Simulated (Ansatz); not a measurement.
The pair A = CH3Cl (SMILES CCl) (first 5 atoms), B = CH2O (SMILES C=O); geometry from B3LYP-D3(BJ)/def2-TZVP.
(charge 0, multiplicity 1):
| atom | x (Å) | y (Å) | z (Å) |
|---|---|---|---|
| C | 0.9799 | 0.4851 | -0.2019 |
| Cl | 1.1656 | -1.2502 | 0.2343 |
| H | 0.1670 | 0.5643 | -0.9167 |
| H | 0.7555 | 1.0359 | 0.7065 |
| H | 1.9143 | 0.8208 | -0.6403 |
| C | 0.5857 | -0.3953 | 3.2316 |
| O | 0.4341 | 0.7853 | 3.0639 |
| H | -0.2574 | -1.1081 | 3.1795 |
| H | 1.5754 | -0.8337 | 3.4543 |

Frozen-core correlation. MP2 and its Hartree–Fock in aug-cc-pV(T+d)Z are density fitted.

Run with Ansatz (Gaussian basis) for Hartree–Fock, density functionals and correlated methods. Each number belongs to the level named beside it.

The counterpoise-corrected interaction energy is E(AB) − E(A in the pair's basis) − E(B in the pair's basis). Total energies (hartree):

```json
[
 {"level": "HF/aug-cc-pV(D+d)Z", "AB": "-613.0114372", "A in the pair's basis": "-499.1242955", "B in the pair's basis": "-113.8856301"},
 {"level": "MP2/aug-cc-pV(D+d)Z", "AB": "-613.6549012", "A in the pair's basis": "-499.4313408", "B in the pair's basis": "-114.2189789"},
 {"level": "HF/aug-cc-pV(T+d)Z", "AB": "-613.0651743", "A in the pair's basis": "-499.1496845", "B in the pair's basis": "-113.9140918"},
 {"level": "MP2/aug-cc-pV(T+d)Z", "AB": "-613.8527306", "A in the pair's basis": "-499.5309032", "B in the pair's basis": "-114.3165245"},
 {"level": "CCSD(T)/aug-cc-pV(D+d)Z", "AB": "-613.7222651", "A in the pair's basis": "-499.4727265", "B in the pair's basis": "-114.2453620"}
]
```

### Question
Work out the counterpoise-corrected interaction energy at the basis-set limit: extrapolate the MP2 correlation part as X⁻³, take Hartree–Fock from the larger set, and add the CCSD(T) − MP2 difference of aug-cc-pV(D+d)Z.

### Answer

1. Differences (1 hartree = 627.509 kcal/mol): HF/aug-cc-pV(D+d)Z -0.949; MP2/aug-cc-pV(D+d)Z -2.875; HF/aug-cc-pV(T+d)Z -0.877; MP2/aug-cc-pV(T+d)Z -3.328; CCSD(T)/aug-cc-pV(D+d)Z -2.621.
2. Correlation parts, MP2 less HF: -1.926 in aug-cc-pV(D+d)Z (X = 2), -2.450 in aug-cc-pV(T+d)Z (X = 3).
3. Limit (3³·(-2.450) − 2³·(-1.926))/(3³ − 2³) = -2.671; with HF/aug-cc-pV(T+d)Z it gives -3.548.
4. CCSD(T) less MP2 in aug-cc-pV(D+d)Z: 0.254.
Result: -3.29 kcal/mol, against -2.87 at MP2/aug-cc-pV(D+d)Z. It is an estimate of this method's limit, not of the exact value.

Ansatz is a program for electronic structure.
